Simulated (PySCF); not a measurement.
**Electron correlation in Ne (neon, neutral)**

[Ne], closed-shell 1S. Calculation: PySCF 2.14, in cc-pVDZ-DK; the spin-free X2C one-electron Hamiltonian (Gaussian nucleus). Frozen: 1s2; 8 electrons correlated.

MP2 pair energies summed by pair of shells (mhartree):

```json
{"pair": "2p-2p", "energy": "-140.23", "share (%)": "75.5"}
{"pair": "2s-2p", "energy": "-38.22", "share (%)": "20.6"}
{"pair": "2s-2s", "energy": "-7.28", "share (%)": "3.9"}
```

Total MP2 correlation energy: -185.73 mhartree.

Same-spin part -50.85 and opposite-spin part -134.88 mhartree; SCS-MP2 scales them by 1/3 and 6/5 to -178.81 mhartree.

```json
{"level": "CCSD", "correlation energy (mhartree)": "-189.20"}
{"level": "(T)", "correlation energy (mhartree)": "-1.05"}
{"level": "CCSD(T)", "correlation energy (mhartree)": "-190.25"}
```

Diagnostics: T1 = 0.0023, D1 = 0.0036, largest double amplitude 0.042.

Cost of the coupled-cluster step: 0.07 s of wall time on 1 thread of Neoverse-N1 (shared host), for 8 correlated electrons.
